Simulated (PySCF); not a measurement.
## Diatomic cations of Rb with the third period

PBE0 with double-zeta basis sets in PySCF, for the lowest determinant that a PBE0 search found; no spin–orbit coupling. De refers to high-spin ground-configuration atoms (the charge goes to the atom of lower measured ionisation energy or higher electron affinity, which is not always the lowest computed limit). A positive dipole points towards Rb; it is taken about the centre of mass and depends on that origin.

| M | basis | charged atom | state (unpaired electrons) | Re (Å) | ωe (cm⁻¹) | De (eV) | μ (D) |
| --- | --- | --- | --- | --- | --- | --- | --- |
| Na | def2-SVPD | Rb+ | doublet (σ ↑) | 4.318 | 70.1 | 0.49 | -2.39 |
| Mg | def2-SVP | Rb+ | singlet (closed shell) | 3.970 | 83.2 | 0.29 | 0.65 |
| Al | def2-SVP | Rb+ | doublet (σ ↑) | 4.092 | 76.8 | 0.48 | 1.55 |
| Si | def2-SVPD | Rb+ | triplet (σ ↑, π ↑) | 3.850 | 78.6 | 0.29 | 2.48 |
| P | def2-SVP | Rb+ | quartet (σ ↑, π ↑↑) | 3.743 | 65.1 | 0.15 | 3.70 |
| S | def2-SVPD | Rb+ | triplet (π ↑↑) | 3.546 | 90.7 | 0.29 | 3.30 |
| Cl | def2-SVP | Rb+ | doublet (π ↑) | 3.408 | 92.2 | 0.27 | 3.92 |

The shortest bond is that of RbCl⁺ (3.408 Å), the longest that of RbNa⁺ (4.318 Å).

The rows differ in basis set, which adds steps of its own.

The state changes along the series, so neighbouring rows are not always alike in their bonding.

Closed-shell solutions of metal pairs were not tested for spin polarisation, which can lower them a little. Weak bonds: RbAl⁺, RbCl⁺, RbMg⁺, RbNa⁺, RbP⁺, RbSi⁺, RbS⁺. Basis-set superposition, not corrected here, can be much of De in a small basis, most of all at correlated wavefunction levels. Spin–orbit coupling is left out. For an ion De counts to the pair picked by the measured ionisation energies or electron affinities, which need not be the lowest pair at this level. States were picked by a PBE0 search and need not be the measured ground states.
